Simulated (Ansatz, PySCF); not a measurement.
SeBr2, SMILES Br[Se]Br.

The structure is a stationary point at PBE0-D3(BJ)/def2-SVP.

Vertical ionisation energy (IE) and electron affinity (EA) in eV. Rows of orbital energies are one-electron estimates. Where ΔSCF, EOM or ADC give a negative EA the extra electron is unbound and the value depends on the basis.

```csv
level,IE,EA
"−ε(HOMO), −ε(LUMO), ωB97X/def2-TZVPD (PySCF)",9.20,1.05
"−ε(HOMO), −ε(LUMO), PBE/def2-TZVPD (PySCF)",5.74,3.94
"ΔSCF, CAM-B3LYP/def2-SVPD (Ansatz), final states of multiplicity 2 and 2",?,?
"ΔSCF, PBE/def2-SVPD (Ansatz), final states of multiplicity 2 and 2",8.76,1.40
```

### Question
Complete the blanks. (Estimate from the structure and the level; the computed values follow.)

### Answer

- ΔSCF, CAM-B3LYP/def2-SVPD (Ansatz, a first-principles code), final states of multiplicity 2 and 2, IE: 9.24
- ΔSCF, CAM-B3LYP/def2-SVPD (Ansatz), final states of multiplicity 2 and 2, EA: 1.46

### Question
What vertical singlet–triplet gap does ΔSCF give with CAM-B3LYP/def2-SVPD (Ansatz) and with PBE/def2-SVPD (Ansatz)? (Estimate from the structure and the level; the computed values follow.)

### Answer
1.82 and 1.54 eV (triplet above singlet where positive).
